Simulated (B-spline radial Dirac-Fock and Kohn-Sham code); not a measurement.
La²⁺ 4s: cross section and angular parameters

System: La²⁺ in the configuration [Xe] 5d1; threshold 292.4 eV (orbital energy of the model). Level of theory: Dirac-Hartree-Slater photoionisation with a Latter tail; cross sections with all multipoles, angular parameters from the dipole term and its interference with E2; a B-spline atomic structure program.

Input of the calculation (task.json; shells as n, l, electrons):

```json
{"items": [{
  "Z": 57,
  "q": 2,
  "cfg": [[1, 0, 2], [2, 0, 2], [2, 1, 6], [3, 0, 2], [3, 1, 6], [3, 2, 10], [4, 0, 2], [4, 1, 6], [4, 2, 10], [5, 0, 2], [5, 1, 6], [5, 2, 1]],
  "A": 139,
  "rrms": 4.855,
  "do": "xps",
  "hv": [86.3, 100, 111.0, 158.0, 185.0, 224.0, 287.0, 300, 406.0, 535.0, 800, 891.0, 1050.0, 1110.0, 1310.0, 1450.0, 1486.9, 2050.0, 3470.0, 4000, 4320.0, 4470.0, 5250.0, 5800.0, 8047.8, 9251.7, 11700.0, 12000, 12400.0, 13100.0]
}]}
```

Run with: `python xray2_run.py task.json out`

For linearly polarised light dσ/dΩ = σ/(4π) [1 + β P₂(cos θ) + (δ + γ cos²θ) sin θ cos φ], with θ from the polarisation vector and φ the angle between the beam and the projection of the electron momentum on the plane normal to the polarisation.

```
hν (eV)  σ (kb)      β       γ
    406     102  1.952   0.435
    535    74.6  1.964   0.439
    800    43.4  1.973   0.374
    891    37.0  1.974   0.347
   1050    28.7  1.977   0.298
   1110    26.2  1.977   0.279
   1310    20.0  1.979   0.221
   1450    16.9  1.980   0.183
 1486.9    16.2  1.980   0.174
   2050    9.41  1.982   0.053
   3470    3.62  1.985  -0.098
   4000    2.77  1.985  -0.115
   4320    2.40  1.985  -0.118
   4470    2.25  1.986  -0.117
   5250    1.65  1.986  -0.102
   5800    1.36  1.986  -0.079
 8047.8   0.704  1.986   0.070
 9251.7   0.529  1.986   0.172
  11700       ?      ?       ?
  12000   0.306  1.986   0.432
  12400   0.285  1.986   0.472
  13100   0.254  1.986   0.541
```

Task: Give the values at 11700 eV.

Result: σ = 0.323 kb, β = 1.986, γ = 0.403. For an s subshell δ is negligible.
